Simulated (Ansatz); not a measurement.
Relaxation of ClH$_{6}$MgNO$_{2}$ (11 atoms, charge 0, multiplicity 1), to a largest force component of 0.03 eV/Å in at most 50 steps.

Computed with Ansatz 0.2.0, RKS PBE-D4/def2-mTZVP.

```xyz
11
Properties=species:S:1:pos:R:3:forces:R:3
Mg -1.308 0.891 -0.129 0.74 0.41 1.32
N 0.451 -2.008 0.188 -0.29 0.30 0.00
Cl -2.647 0.322 -1.829 0.00 0.02 0.00
H 1.041 1.381 0.064 -0.09 0.24 0.41
O -0.654 1.976 1.442 -0.30 -0.83 -1.38
H 1.057 -1.347 -0.306 0.08 -0.12 -0.01
O 0.747 0.870 -0.720 -0.15 0.04 -0.31
H 1.008 -2.457 0.919 0.00 0.00 0.00
H 0.178 -2.733 -0.480 0.01 0.00 0.00
H -0.855 1.697 2.350 -0.03 -0.05 -0.01
H 0.982 1.409 -1.500 0.04 -0.02 -0.01
```

Q: Where does it end, and by what steps?

A: It converged. The force dipped under the threshold on the way, but the program's further checks kept it going. After 20 steps the energy has fallen by 1.153 eV; Mg1 moved furthest, 0.91 Å. Joined: Mg1–N2 (3.41 → 2.16 Å).

```json
{"step": "0", "energy less start (eV)": "0.0000", "largest force component (eV/Å)": "1.382", "accepted": "yes"}
{"step": "1", "energy less start (eV)": "-0.3095", "largest force component (eV/Å)": "0.711", "accepted": "yes"}
{"step": "2", "energy less start (eV)": "-0.5421", "largest force component (eV/Å)": "0.599", "accepted": "yes"}
{"step": "3", "energy less start (eV)": "-0.7768", "largest force component (eV/Å)": "0.781", "accepted": "yes"}
{"step": "4", "energy less start (eV)": "-0.9688", "largest force component (eV/Å)": "0.609", "accepted": "yes"}
{"step": "5", "energy less start (eV)": "-1.0562", "largest force component (eV/Å)": "0.557", "accepted": "yes"}
{"step": "6", "energy less start (eV)": "-1.0830", "largest force component (eV/Å)": "0.347", "accepted": "yes"}
{"step": "7", "energy less start (eV)": "-1.0955", "largest force component (eV/Å)": "0.403", "accepted": "yes"}
{"step": "8", "energy less start (eV)": "-1.1056", "largest force component (eV/Å)": "0.190", "accepted": "yes"}
{"step": "9", "energy less start (eV)": "-1.0956", "largest force component (eV/Å)": "0.220", "accepted": "no"}
{"step": "10", "energy less start (eV)": "-1.1101", "largest force component (eV/Å)": "0.068", "accepted": "yes"}
{"step": "11", "energy less start (eV)": "-1.1159", "largest force component (eV/Å)": "0.435", "accepted": "yes"}
{"step": "12", "energy less start (eV)": "-1.1343", "largest force component (eV/Å)": "0.117", "accepted": "yes"}
{"step": "13", "energy less start (eV)": "-0.9986", "largest force component (eV/Å)": "2.021", "accepted": "no"}
{"step": "14", "energy less start (eV)": "-1.1409", "largest force component (eV/Å)": "0.198", "accepted": "yes"}
{"step": "15", "energy less start (eV)": "-1.1443", "largest force component (eV/Å)": "0.344", "accepted": "yes"}
{"step": "16", "energy less start (eV)": "-1.1486", "largest force component (eV/Å)": "0.250", "accepted": "yes"}
{"step": "17", "energy less start (eV)": "-1.1490", "largest force component (eV/Å)": "0.145", "accepted": "yes"}
{"step": "18", "energy less start (eV)": "-1.1523", "largest force component (eV/Å)": "0.043", "accepted": "yes"}
{"step": "19", "energy less start (eV)": "-1.1527", "largest force component (eV/Å)": "0.023", "accepted": "yes"}
{"step": "20", "energy less start (eV)": "-1.1529", "largest force component (eV/Å)": "0.011", "accepted": "yes"}
```

```xyz
11
Properties=species:S:1:pos:R:3
Mg -0.716 0.196 -0.127
N 0.235 -1.734 0.077
Cl -2.429 -0.239 -1.554
H 0.813 1.685 0.148
O -0.188 1.191 1.422
H 1.212 -1.720 -0.233
O 0.986 1.301 -0.788
H 0.239 -2.091 1.038
H -0.258 -2.421 -0.504
H -0.735 1.801 1.940
H 0.841 2.029 -1.419
```

Whether the end is a true minimum wasn't checked by a vibrational analysis.

Run time: 53 s on 4 threads of Arm Neoverse N1, with other jobs on the host, peak memory 0.18 GiB.
